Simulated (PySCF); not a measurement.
Electron correlation in Ni (nickel, neutral)

[Ar] 3d8 4s1 4p1, one real determinant (an excited configuration). Calculation: PySCF 2.14, in x2c-TZVPPall (6s5p4d2f1g, 64 functions); the spin-free X2C one-electron Hamiltonian (Gaussian nucleus). Frozen: [Ar]; 10 electrons correlated.

```csv
level,correlation energy (mhartree)
CCSD,-275.27
(T),-7.82
CCSD(T),-283.09
```

Diagnostics: T1 = 0.014, D1 = 0.0378, largest double amplitude 0.043.

The real determinant used has ⟨L²⟩ near 14 against 20 for a pure G term, so it mixes terms.

Cost of the coupled-cluster step: about 6 core-seconds, for 10 correlated electrons.

The basis was made for the ground configuration and has no added diffuse functions, which can raise the energy of the promoted electron.

The reference is one real determinant that mixes LS terms of this configuration.
